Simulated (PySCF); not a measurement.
Work out the structure from these simulated measurements.

Formula: C5H9BF2OSi.

| Item | Value |
| --- | --- |
| 1H NMR | chemical shifts (computed TMS as zero) by class: 4.70 (3 H), 1.97 (6 H) ppm [GIAO KT3/pcSseg-1] |
| Rotational structure | rotational constants A, B, C: 3.242, 0.516, 0.495 GHz [PBE0-D3(BJ)/def2-SVP] |
| Triplet | lowest triplet excitation (Tamm–Dancoff): 6.55 eV [TDA B3LYP/def2-SVPD] |
| Valence photoelectron | vertical ionisation energy: 9.95 eV [ΔSCF B3LYP/def2-SVPD] |
| 13C NMR | chemical shifts (computed TMS as zero) by class: 65.6 (1 C), 55.6 (3 C), 13.3 (1 C) ppm [GIAO KT3/pcSseg-1] |
| UV, first state | lowest singlet excitation: 6.67 eV (186 nm, f = 0.011) [TDDFT B3LYP/def2-SVPD] |
| UV, strongest line | among the 10 lowest singlet transitions: S3 at 7.15 eV (173 nm, f = 0.030) [TDDFT B3LYP/def2-SVPD] |
| Polarisability | 97.5 au [B3LYP/def2-SVPD] |

Gas-phase values; electronic properties from PySCF, density fitting. Levels stand in brackets. The structure is a single PBE0-D3(BJ)/def2-SVP conformer in the gas phase; no vibrational or solvent corrections. Each NMR value is the plain mean over a class of atoms that symmetry, rotation or inversion makes alike.

Q: Propose a structure and show how it fits.

A: Numbering: `[F:1][B:2]([F:3])[C@:4]12[CH2:5][C@:6]([O:7][SiH3:8])([CH2:9]1)[CH2:10]2`. 5 carbons fall into 3 classes; from least to most shielded: ring sp3 carbon bound to oxygen [C6] (65.6 ppm), four-membered-ring carbon [C5/C9/C10] (55.6 ppm, 3 C, up to 5.6 ppm apart in this geometry), ring sp3 carbon bound to boron [C4] (13.3 ppm). Hydrogen classes from least to most shielded: 3 H on an oxygen-bound silicon, Si8 (4.70 ppm), 6 H on 3 four-membered-ring carbons, C5/C9/C10 (1.97 ppm). S1 is mainly HOMO→LUMO (weight 0.94); the largest Löwdin shares of the orbital it empties are 0.43 on the silyl ether oxygen, 0.11 on the sp3 carbon bound to oxygen, 0.11 on a four-membered-ring carbon and 0.10 on a four-membered-ring carbon, of the orbital it fills 0.37 on the three-coordinate boron, 0.15 on a boron-bound fluorine, 0.14 on a boron-bound fluorine and 0.11 on the sp3 carbon bound to boron. The optimised geometry has point group C1 and is an asymmetric top. Structure: `FB(F)[C@]12C[C@@](C1)(O[SiH3])C2`. The assignments are read from this structure; whether some other isomer fits the data as well wasn't checked.

The values belong to the conformer `[F:1][B:2]([F:3])[C@:4]12[CH2:5][C@:6]([O:7][SiH3:8])([CH2:9]1)[CH2:10]2`: F1–B2–C4–C5 -119°, C5–C6–O7–Si8 61°.
